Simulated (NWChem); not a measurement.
Molecule: SiH₃OBr; SMILES O[SiH2]Br

```xyz
6

Si    -0.5115    -1.0678    -0.0176
O      0.8179    -2.0452    -0.1050
Br     0.0583     1.0899    -0.0340
H     -1.3164    -1.3486    -1.2287
H     -1.2823    -1.2741     1.2402
H      1.4637    -1.9888     0.6060
```
Atoms are numbered in this order, from 1.

Level: PBE0/def2-SVP (NWChem), optimised geometry, unscaled harmonic frequencies. This build's default masses of Se (78.918 u) and Br (79.917 u) are each other's, which moves their modes by up to 0.6 %.

```tsv
frequency (cm⁻¹)	IR intensity (km/mol)
189	24.1
288	104.0
433	80.6
590	42.6
716	40.5
830	157.1
899	277.3
917	92.5
962	119.3
2252	109.1
2304	89.9
3928	125.8
```

```
Quantity                                                                           Result
-----------------------------------------------------------------------  ----------------
zero-point energy                                                           20.4 kcal/mol
thermal correction to the enthalpy at 298.15 K (with zero-point energy)     23.9 kcal/mol
heat capacity Cv                                                         14.8 cal/(mol K)
entropy at 298.15 K and 1 atm (symmetry number 1)                        71.8 cal/(mol K)
dipole moment                                                                      1.57 D
```

Rigid rotor and harmonic oscillator.
